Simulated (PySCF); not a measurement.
Structure from 2D NMR

Compound of formula C$_{3}$H$_{9}$FSi$_{4}$. Correlations simulated from computed shifts and the bond graph:

HSQC (one-bond C–H):
| δH | δC |
| --- | --- |
| 2.15 | 6.7 |

COSY cross peaks (H two or three bonds apart, from the bond graph; peaks can be absent where the dihedral angle is near 90°):
| δH | δH |
| --- | --- |
| 6.79 | 4.52 |
| 6.79 | 4.14 |
| 5.00 | 4.52 |
| 5.00 | 4.14 |
| 4.52 | 4.14 |

HMBC (two and three bonds, from the bond graph):
| δH | δC |
| --- | --- |
| 5.00 | 120.0, 77.9 |
| 4.52 | 77.9 |
| 4.14 | 77.9 |
| 2.15 | 120.0, 77.9 |

Carbons without hydrogens: δ 120.0, 77.9.

[PySCF: σ from GIAO-PBE0/pcSseg-1; GFN2-xTB geometry; averaged over atoms made equivalent by symmetry, fast rotation or ring inversion; relativity neglected; no solvent model; one conformer]

Shifts are taken against calculated references (same method and geometry level): 1H and 13C against TMS.

Exchangeable hydrogens are left out of these lists.

Assemble the structure.

Results:

`CC#C[Si@H]1[SiH2][Si@@H](F)[SiH2]1`.

Mapped SMILES: `[CH3:1][C:2]#[C:3][Si@H:4]1[SiH2:5][Si@@H:6]([F:7])[SiH2:8]1`. Each H is labelled by its parent atom. Ha(Si5), Ha(Si8) are cis to C3 on the ring; Hb(Si5), Hb(Si8) are trans to C3 on the ring.

1. δC 120.0 is C2, an alkyne carbon.
2. δC 77.9 is C3, an alkyne carbon.
3. δC 6.7 is C1, a propargylic methyl carbon (δH 2.15).
4. HMBC from δH 5.00 reaches the proton-free carbons C2, C3.
5. HMBC from δH 4.52 reaches the proton-free carbon C3.
6. HMBC from δH 4.14 reaches the proton-free carbon C3.
7. HMBC from δH 2.15 reaches the proton-free carbons C2, C3.
8. COSY links 6.79–4.52, 6.79–4.14, 5.00–4.52, 5.00–4.14, 4.52–4.14.

This is the structure that produced the data.

Shifts are as computed. Against solution values, carbons near 30 ppm lie about +3 ppm off and those near 130 ppm about +5 ppm. Of 1211 compounds with measured shifts, 218 miss one by over three times the rms of a fit or turn the order of signals round; such compounds aren't used in these exercises.
